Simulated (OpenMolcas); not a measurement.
# P+: effect of the active space

* Program: OpenMolcas 26.06
* Method: CASSCF or its RAS form
* Basis: ANO-RCC
* Scalar Hamiltonian: DKH2, point nucleus
* Spin-orbit coupling: RASSI with atomic mean-field integrals over the reference wave functions, term energies averaged over their components

A. 4 electrons in 8 orbitals (3s 3p 4s 4p); 2S+1 = 3 even, 3 roots; 2S+1 = 1 even, 6 roots; 2S+1 = 5 odd, 1 root; 2S+1 = 3 odd, 9 roots; 2S+1 = 1 odd, 8 roots; cost about 20 core-seconds
B. 2 electrons in 9 orbitals (RAS2 3p; RAS3 3d 4s, at most 1 electron); 2S+1 = 3 even, 3 roots; 2S+1 = 1 even, 6 roots; 2S+1 = 3 odd, 18 roots; 2S+1 = 1 odd, 18 roots; cost about 20 core-seconds
C. 4 electrons in 9 orbitals (RAS2 3s 3p; RAS3 3d, at most 2 electrons); 2S+1 = 3 even, 6 roots; 2S+1 = 1 even, 11 roots; 2S+1 = 5 odd, 1 root; 2S+1 = 3 odd, 8 roots; 2S+1 = 1 odd, 8 roots; cost of the order of 30 core-seconds

Energies in cm⁻¹ above 3s² 3p² ³P₀, the measured ground level; measured values from NIST Handbook of Basic Atomic Spectroscopic Data.

| Level | A | B | C | Measured |
| --- | --- | --- | --- | --- |
| 3s² 3p² ³P₀ | 0.0 | 0.0 | 0.0 | 0.0 |
| 3s² 3p² ³P₁ | 140 | 146 | 144 | 165 |
| 3s² 3p² ³P₂ | 403 | 423 | 416 | 469 |
| 3s² 3p² ¹D₂ | 11256 | 11617 | 10499 | 8882 |
| 3s² 3p² ¹S₀ | 19814 | 28342 | 24285 | 21576 |

Deviations, from unrounded energies. A percentage is the sum of absolute deviations over the sum of measured energies, with the sign that they share, or ± where signs differ.

```tsv
Against measurement	Levels	A	B	C
mean absolute deviation (cm-1)	4	1100	2400	1100
fine structure of the ground term (%)	2	-14.3	-10.3	-11.6
other terms of the ground configuration (%)	2	±13.6	+31.2	+14.2
```

A, C lie about equally close to measurement and B furthest from it. The largest miss of A in the table is 3s² 3p² ¹D₂, by +2400 cm-1. The ranking rests on the paired levels alone, and a cruder setting can come out closer through cancelling errors.

Among A to C the level of the table that moves most is 3s² 3p² ¹S₀, by 8500 cm-1 (lowest in A, highest in B).

Without dynamic correlation excited terms often stand tens of per cent too high (terms of higher spin than the ground term too low), and those without a measured partner can miss by more than the paired ones. The run also gave levels led by 3s² 3p 4s, which use shells meant for correlation; these and all levels above them are left out (holds for A). With the s shell closed, the reference lacks s² → p² mixing (holds for B). The run also gave levels led by 3s 3p² 3d, 3s² 3p 3d, which use shells meant for correlation; these and all levels above them are left out (holds for C). Measured partners are found by configuration, term and J. A level has none where our copy of the source lacks it or the pairing is in doubt (some pairs that miss far off the trend of their configuration count as doubtful), and it then counts in no deviation. Only configurations of the active space appear. Levels that lie high or do not pair safely by name in every column are left out.
